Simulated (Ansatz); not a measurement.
Basis-set extrapolation for `CO[B]OC` radical (PBE0-D4/def2-TZVP geometry, frozen core, Ansatz). Multiplicity 2, UHF reference.

```
                      def2-TZVPP   def2-QZVPP
                 HF  -253.766206  -253.778781
    MP2 correlation    -0.888634    -0.954026
CCSD(T) correlation    -0.957833      not run
```

Energies in hartree. Use E(X) = E(∞) + A·exp(−7.88·√X) for Hartree–Fock and E(X) = E(∞) + B·X^(−2.97) for correlation, with X = 3 and 4, and add CCSD(T) minus MP2 of the smaller set to the MP2 limit.

What is the CCSD(T) energy at the basis-set limit?

HF limit: -253.778781 + (-0.012575) × 0.13774 = -253.78051. MP2 limit: -0.954026 + (-0.065392) × 0.74074 = -1.00246. Higher-order term: -0.957833 − (-0.888634) = -0.06920. Total: -254.85217 hartree, 80.4 kcal/mol below CCSD(T)/def2-TZVPP.
